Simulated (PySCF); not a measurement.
# Ionisation energy of Cr(19+) by level of theory

Cr(19+) [He] 2s2 2p1 (2P) → Cr(20+) [He] 2s2 (1S), as a difference of total energies. Computed with PySCF 2.14 in an uncontracted even-tempered set (20 s from 3.4 bohr⁻², ratio 2.2; 11 p from 4.4 bohr⁻², ratio 2.2; 6 d from 20 bohr⁻², ratio 2.4; 5 f from 29 bohr⁻², ratio 2.4; 5 g from 44 bohr⁻², ratio 2.4), with scalar relativity by spin-free X2C-1e. Correlated levels: nothing frozen; virtual orbitals above 40 to 60 times the deepest correlated orbital energy dropped. The calculations carry no spin-orbit coupling.

```csv
method,ionisation energy (eV)
UHF,1490.4
MP2 (all electrons),1490.1
SCS-MP2 (all electrons),1489.8
CCSD (all electrons),1488.9
CCSD(T) (all electrons),1488.9
```

The reference lies between the lowest fine-structure levels, while these numbers refer to the centres of the terms.

For comparison: 1495.1 ± 0.7 eV (semi-empirical (NIST evaluation); NIST Atomic Spectra Database, ionization energies).
